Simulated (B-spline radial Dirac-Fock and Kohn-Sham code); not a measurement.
## Er⁵³⁺: eigenvalues, ΔSCF and the reference

System: erbium as Er⁵³⁺, configuration [Ne] 3s2 3p3.

The density-functional columns are spherical, spin-unpolarised Dirac-Kohn-Sham results without Breit or QED terms: −ε is minus the orbital energy of the initial state and ΔSCF the difference of two total energies. The reference in the last column comes from ΔSCF Dirac-Fock with Breit, self-energy and vacuum polarisation, finite nucleus, configuration average. All numbers are from a B-spline atomic structure program, in eV; a selection of levels is shown. For the 1s level of heavy atoms much of the gap between ΔSCF and the reference is the Breit and QED part, -263.1 eV here; for other levels the error of the functional can be larger.

```csv
level,LDA −ε,LDA ΔSCF,Dirac-Fock
1s,61154.1,61701.5,61448.6
2s,13356.7,13490.7,13530.2
2p3/2,12013.5,12160.9,12147.0
3s,5321.5,5377.3,5374.4
3p,5010.1,5067.5,5058.7
```

Values without a named source are computed, but for edge energies of neutral atoms, which are taken from tables.
